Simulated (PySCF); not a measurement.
Species: C5H9NSi.
SMILES with atom numbers: `[CH:1]#[C:2][C@H:3]1[CH2:4][CH2:5][SiH2:6][NH:7]1` (hydrogens: H8 on C1; H9 on C3; H10, H11 on C4; H12, H13 on C5; H14, H15 on Si6; H16 on N7)

The closed-shell ground state was solved at several levels (PySCF, density fitting, gas phase, non-relativistic). Geometry: PBE0-D3(BJ)/def2-SVP, one conformer, isolated molecule.

| level | basis functions | total energy (Eh) | HOMO (eV) | LUMO (eV) | gap (eV) | dipole (D) |
| --- | --- | --- | --- | --- | --- | --- |
| KT3/pcSseg-1 | 171 | -546.4319 | -5.60 | -0.31 | 5.29 | 0.38 |
| PBE0/pcSseg-1 | 171 | -539.6735 | -6.86 | 0.63 | 7.49 | 0.43 |

Task: What might wB97X-D/def2-SVPD (216 basis functions) give for the same quantities?

Result: Total energy -539.7900 Eh, HOMO -8.78 eV, LUMO 2.06 eV, gap 10.84 eV, dipole 0.46 D.

Task: Over all these levels, which gives the widest orbital gap and which the narrowest?

Result: wB97X-D/def2-SVPD (range-separated hybrid) has the widest, 10.84 eV, and KT3/pcSseg-1 (GGA) the narrowest, 5.29 eV. Functional and basis both differ between the two, so the spread mixes both effects.

Task: How far do the dipole and the HOMO energy spread over the levels?

Result: The dipole runs from 0.38 to 0.46 D (mean 0.42 D) and the HOMO from -8.78 to -5.60 eV.

wB97X-D is run here without its empirical dispersion term; that term would change no orbital, density or response property at a fixed geometry.
